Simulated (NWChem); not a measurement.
Species: CH3FO3Si; SMILES O[Si](C=O)(O)F

```xyz
9

O      0.2812     2.1390     0.4210
C     -0.5195     1.3930    -0.1000
Si    -0.0595    -0.4593    -0.1084
O     -1.2610    -1.3337     0.5788
O      1.3660    -0.5485     0.6946
F      0.1427    -0.9555    -1.6334
H     -1.4654     1.8050    -0.5394
H     -1.0534    -2.1844     0.9773
H      1.6892     0.3327     0.9318
```
Atoms are numbered in this order, from 1.

Computed with NWChem. Coordinates come from a PBE0/def2-SVP optimisation. Level: PBE0/def2-SVP with SMD (1 M gas to 1 M solution), gas-phase geometry. Reactions with the solvent are ignored.

```json
[
 {"solvent": "water", "dielectric constant": "78.4", "solvation free energy (kcal/mol)": "-7.9", "cavity-dispersion-structure term (kcal/mol)": "4.5", "dipole in solution (D)": "1.70"},
 {"solvent": "chloroform", "dielectric constant": "4.71", "solvation free energy (kcal/mol)": "-5.6", "cavity-dispersion-structure term (kcal/mol)": "1.0", "dipole in solution (D)": "1.60"},
 {"solvent": "toluene", "dielectric constant": "2.37", "solvation free energy (kcal/mol)": "-4.3", "cavity-dispersion-structure term (kcal/mol)": "-1.0", "dipole in solution (D)": "1.52"},
 {"solvent": "1,4-dioxane", "dielectric constant": "2.21", "solvation free energy (kcal/mol)": "-4.2", "cavity-dispersion-structure term (kcal/mol)": "-1.1", "dipole in solution (D)": "1.51"}
]
```
